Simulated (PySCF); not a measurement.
An unknown is described by computed data only.

Elements present: C, H, P and Si. Monoisotopic mass: 106.0368 u.

* Rotational structure: rotational constants A, B, C: 3.083, 1.990, 1.983 GHz [PBE0-D3(BJ)/def2-TZVP]
* Dipole: 1.56 D [PBE0/pcSseg-2]
* NMR, other nuclei: isotropic shieldings of nuclei other than C and H, by class: 337 (1 Si), 572 (1 P) ppm [GIAO PBE0/pcSseg-2]
* 13C NMR: chemical shifts (computed TMS as zero) by class: 2.6 (3 C) ppm [GIAO PBE0/pcSseg-2]
* 1H NMR: chemical shifts (computed TMS as zero) by class: 1.53 (2 H), 0.23 (9 H) ppm [GIAO PBE0/pcSseg-2]

Gas-phase values; electronic properties from PySCF, density fitting. Levels stand in brackets. Geometry: PBE0-D3(BJ)/def2-TZVP; no solvent, vibrations or thermal averaging. Each NMR value is the plain mean over a class of atoms that symmetry, rotation or inversion makes alike.

Problem. Which formula fits the mass and the elements?

Solution. C3H11PSi (calculated 106.0368). No other formula that holds each of these elements comes within 0.0003 u with a fitting electron parity and a possible valence count.

Problem. What is the compound? Reason from the data.

Solution. Numbering: `[CH3:1][Si:2]([CH3:3])([CH3:4])[PH2:5]`. 3 carbons fall into 1 class: Si-methyl carbon [C1/C3/C4] (2.6 ppm, 3 C, up to 4.7 ppm apart in this geometry). Hydrogen classes from least to most shielded: 2 H on a three-coordinate phosphorus, P5 (1.53 ppm), 9 H on 3 Si-methyl carbons, C1/C3/C4 (0.23 ppm). The other shieldings belong to: 337 ppm, four-coordinate silicon [Si2]; 572 ppm, three-coordinate phosphorus [P5]. The optimised geometry has point group Cs and is an asymmetric top. Structure: `C[Si](C)(P)C`. The assignments are read from this structure; whether some other isomer fits the data as well wasn't checked.

The values belong to the conformer `[CH3:1][Si:2]([CH3:3])([CH3:4])[PH2:5]`: H–P5–Si2–C1 47°, H–P5–Si2–C1 -46°.
